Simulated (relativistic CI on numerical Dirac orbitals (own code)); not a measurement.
# Spin-allowed bands of a d2 ion in an octahedral site, by hand

Problem. Take Δ = 22540 cm⁻¹ and B = 980 cm⁻¹ for a d2 ion in an octahedral site. Calculate the three spin-allowed bands.

Working.
1. The terms of highest spin are 3F (energy 0) and 3P (15B = 14700 cm⁻¹). Here the F term splits into A2 at +1.2Δ = 27048, T2 at +0.2Δ = 4508 and T1 at −0.6Δ = -13524 cm⁻¹.
2. The two T1 states mix through the element 0.4Δ: H = [[-13524, 9016], [9016, 14700]], with roots ½(H₁₁ + H₂₂) ∓ ½√[(H₂₂ − H₁₁)² + 4H₁₂²] = ½(1176) ∓ ½(33492) = -16158 and 17334 cm⁻¹.
3. The ground term is 3T1 at -16158 cm⁻¹.
4. Bands: 3T2 20666 cm⁻¹ (484 nm), 3T1(P) 33492 cm⁻¹ (299 nm), 3A2 43206 cm⁻¹ (231 nm).

Check. Exact diagonalisation of the whole d2 shell with these parameters gives 3T2 20666, 3T1 33492, 3A2 43206 cm⁻¹. The match is exact, since without spin-orbit coupling no other term has this spin. The ratio of the second band to the first, 1.621, depends on Δ/B = 23.0 alone, which is how a Tanabe-Sugano diagram is read.
